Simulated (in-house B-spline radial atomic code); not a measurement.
**RPA and G0W0 on BLYP: He II (He+)**

Configuration 1s1, highest spin, mean-field start BLYP. Computed with a B-spline radial code for spherical atoms: all electrons, scalar-relativistic (spin-free one-electron X2C), finite nucleus, each spin shell either full or empty, empty states to l = 9 with an (l + 1/2)⁻⁴ tail; G0W0 by contour deformation at full frequency.

With one electron the exact correlation energy is zero, so what RPA and GW give is self-correlation.

Command:
```bash
python run_gw.py task.json out
```
Settings (radii: box in bohr, nucleus in fm):
```
Z                        2
electrons                1
configuration            1s1
hamiltonian              x2c
method                   b88,lyp
lmax                     9
rms_radius               1.6755
spin_polarised           True
box_radius               23.78
intervals                74
ion_configuration        bare nucleus
```

Cost of the run: 0.9 s on 1 thread of Arm Neoverse N1, on a shared host.

Energies (hartree):

| term | value |
| --- | --- |
| mean-field total | -1.99525 |
| Hartree-Fock functional on these orbitals | -1.99945 |
| direct second order | -0.023489 |
| second-order exchange | 0.023489 |
| SOSEX correction | 0.022087 |

What is the RPA correlation energy, and what remains with SOSEX?

RPA gives -0.022086 hartree (-0.601 eV per electron); RPA + SOSEX gives 0, and the second-order doubles 0 hartree (no singles). SOSEX takes back 100 % of the RPA value.

Quasi-particle levels (eV):

| level | occupied | mean field | Σx - vxc | Σc | QP weight | G0W0 |
| --- | --- | --- | --- | --- | --- | --- |
| 1s up | yes | -41.90 | -12.51 | ? | ? | ? |
| 1s down | no | -22.441 | 0.00 | -1.86 | 0.980 | -24.303 |

G0W0 = mean field + (Σx - vxc) + Σc, with Σc (partial-wave tail included) taken at the quasi-particle energy.

Where does G0W0 put 1s up?

At -53.77 eV, with Σc = 0.64 eV and a quasi-particle weight of 0.953. The tabulated removal energy is 54.418 eV (NIST, tabulated theory).

What does it cost to remove one electron (to the bare nucleus) by differences of total energies, each species on its own start (correlation terms add to the Hartree-Fock functional)?

BLYP 54.29 eV, Hartree-Fock functional 54.41 eV, + RPA 55.01 eV, + RPA + SOSEX 54.41 eV, + second order 54.41 eV. Tabulated: 54.418 eV (NIST, tabulated theory).
